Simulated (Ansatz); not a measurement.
C$_{2}$H$_{8}$ClNOSi, SMILES `CC[Si](N)(O)Cl`, relaxed with RKS PBE0-D4/def2-TZVP in Ansatz 0.2.0 from a GFN2-xTB geometry. The force threshold is 0.005 eV/Å; the program also tests the step.

Total charge 0; spin multiplicity 1.

Start:

```xyz
14

C    -0.104   -0.076    2.014
C     0.364    0.592    0.723
Si   -0.005   -0.444   -0.828
N     0.435    0.514   -2.195
O    -1.570   -0.863   -0.987
Cl    0.903   -2.247   -0.708
H     0.394   -1.033    2.151
H    -1.177   -0.255    1.987
H     0.117    0.551    2.876
H    -0.117    1.566    0.632
H     1.435    0.785    0.798
H     1.341    0.952   -2.212
H     0.218    0.157   -3.113
H    -2.234   -0.197   -1.138
```

| step | energy (eV) | largest force (eV/Å) | largest move (Å) |
| --- | --- | --- | --- |
| 1 | -26135.4433 | 1.253 | 0.000 |
| 2 | -26135.4995 | 0.503 | 0.062 |
| 3 | -26135.5088 | 0.195 | 0.027 |
| 4 | -26135.5114 | 0.122 | 0.025 |
| 5 | -26135.5143 | 0.100 | 0.051 |
| 6 | -26135.5155 | 0.134 | 0.034 |
| 7 | -26135.5159 | 0.088 | 0.019 |
| 8 | -26135.5162 | 0.031 | 0.011 |
| 9 (rejected) | -26135.5161 | 0.036 | 0.025 |
| 10 (rejected) | -26135.5162 | 0.024 | 0.012 |
| 11 | -26135.5163 | 0.006 | 0.006 |
| 12 | -26135.5163 | 0.004 | 0.009 |

End:

```xyz
14

C    -0.066   -0.095    2.022
C     0.340    0.580    0.715
Si   -0.052   -0.409   -0.808
N     0.425    0.478   -2.186
O    -1.635   -0.814   -0.960
Cl    0.874   -2.248   -0.635
H     0.460   -1.043    2.156
H    -1.137   -0.312    2.039
H     0.160    0.538    2.883
H    -0.164    1.548    0.609
H     1.415    0.796    0.716
H     1.264    1.036   -2.144
H     0.319    0.069   -3.102
H    -2.202   -0.122   -1.305
```

It took 26 s on 2 threads of an AMD EPYC 7R13 on a shared host and a share of an NVIDIA H100 80 GB, with 0.94 GiB of host memory at the peak.
